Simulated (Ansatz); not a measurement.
# A family of molecules: the dipole moment

One atom is swapped for its congeners: CH5N (methylamine) `CN`; GeH3(NH2); SnH3(NH2). The Si member is missing. All are singlets with charge 0.

Shapes, held fixed at every level: PBE0-D4/def2-TZVP. Programs: Ansatz 0.2.0. Values in D.

```csv
level,CH5N,GeH3(NH2),SnH3(NH2)
PBE-D4/def2-TZVPP,1.25,1.09,1.03
r2SCAN-D4/def2-TZVPP,1.28,1.11,1.05
B3LYP-D4/def2-TZVPP,1.30,1.11,1.07
wB97M-V/def2-TZVPP,1.31,1.12,1.09
measured,1.31,–,–
```

At wB97M-V/def2-TZVPP the dipole moment falls at every step, from 1.31 to 1.09 D. Every level shows the same order. Measured values: NIST CCCBDB. For atoms past krypton def2 sets carry core potentials with scalar relativity. Relativity is left out for Ge unless named.
